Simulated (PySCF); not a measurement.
O$_{3}$S, triplet, at a GFN2-xTB geometry (a higher spin typed on purpose: for a closed-shell molecule this is an excited state). Base run: PBE0/6-31G (PySCF).

Input for PySCF:
```python
from pyscf import gto, scf, dft

mol = gto.Mole()
mol.atom = '''
    O    -0.682833   -1.230189   -0.237236
    S    -0.010770   -0.005312    0.281276
    O    -0.716095    1.219078   -0.192258
    O     1.420468    0.021734   -0.133059
'''
mol.basis = '6-31g'
mol.charge = 0
mol.spin = 2
mol.verbose = 4
mol.build()

mf = dft.UKS(mol)
mf.xc = 'pbe0'
mf.kernel()
mf.analyze()
```

Variants of this job, named by their change:

| change | ΔE vs base (mEh) | SCF cycles | <S^2> | outcome |
|---|---|---|---|---|
| base | 0.000 | 10 | 2.018 | converged |
| diis_space = 2 | - | 50 | - | not converged |
| diis = off; damp = 0.3 (with mf.diis_start_cycle = 200; with mf.max_cycle = 150) | - | 150 | - | not converged |
| init_guess = vsap | 0.000 | 10 | 2.018 | converged |
| conv_tol = 1e-12 | 0.000 | 13 | 2.018 | converged |
| DIIS = EDIIS | - | 50 | - | not converged |
| solver = newton | 0.000 | - | 2.018 | converged |
| solver = newton; init_guess = 1e | 0.000 | - | 2.018 | converged |
| init_guess = atom | 0.000 | 10 | 2.018 | converged |
| conv_tol_grad = 1e-7 | 0.000 | 20 | 2.018 | converged |
| level_shift = 0.5 (with mf.max_cycle = 100) | 0.000 | 16 | 2.018 | converged |
| diis_space = 20 | 0.000 | 10 | 2.018 | converged |
| DIIS = ADIIS | 0.000 | 17 | 2.018 | converged |

Open shells are given as the SCF converged; they aren't shown to be the lowest states, and a large step between rows can be another state.
